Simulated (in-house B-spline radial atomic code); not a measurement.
The numbers below are computed, except where a source is named.
# C6 from the polarisability at imaginary frequency: Cu⁺

LDA exchange-only linear response of the closed shell [Ar] 3d10, from a B-spline radial code for spherical atoms; scalar-relativistic (spin-free one-electron X2C), finite nucleus, no spin-orbit coupling.

The dispersion coefficient of two like species is C6 = (3/π) ∫ α(iu)² du from 0 to ∞.

```tsv
u (hartree)	α(iu) (bohr³)
0	8.904
0.0849	8.417
0.198	6.973
0.339	5.377
0.566	3.829
0.849	2.783
1.27	1.936
1.98	1.224
2.83	0.8085
4.24	0.4812
7.07	0.2318
14.1	0.07716
```

(1) Fit one oscillator, α(iu) = α(0)/(1 + u²/ω²), through u = 0.849 and estimate C6.

(2) How does that compare with the full integral?

## Answers

(1) From α(0)/α(iu) − 1 = 8.904/2.783 − 1 = 2.1994, ω = u/√2.1994 = 0.5725 hartree (15.6 eV). London's formula gives C6 = (3/4) α(0)² ω = 0.75 × 8.904² × 0.5725 = 34.04 hartree·bohr⁶, and the oscillator holds f = α(0) ω² = 2.92 electrons, of a sum of oscillator strengths of 27.9.

(2) The program's quadrature over all excitations gives C6 = 30.72, so the single oscillator is off by +10.8 %. At the last point the fit gives α = 0.0147 against 0.0772: higher excitations, and deeper shells where there are any, keep the true curve higher at large u.
